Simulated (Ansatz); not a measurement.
C3H2F3O, SMILES [CH]=C(O)C(F)(F)F, multiplicity 2.

Geometry: TPSSh-D3(BJ)/def2-SVP. The isomer is the one that the SMILES or the coordinates give; other isomers of the formula were not compared. One conformer was computed; it need not be the lowest.

Two levels are set side by side: PBE/def2-SVPD (Ansatz, a first-principles code) and ωB97X-V/def2-SVPD (Ansatz). Energy differences of separate SCF runs at the same geometry; the states with an electron removed or added have multiplicity 3 and 1. Differences are taken from unrounded values.

| quantity | ωB97X-V | PBE | PBE minus ωB97X-V |
|---|---|---|---|
| vertical ionisation energy (eV) | 10.18 | 9.97 | -0.21 |
| vertical electron affinity (eV) | 1.39 | 1.38 | -0.01 |
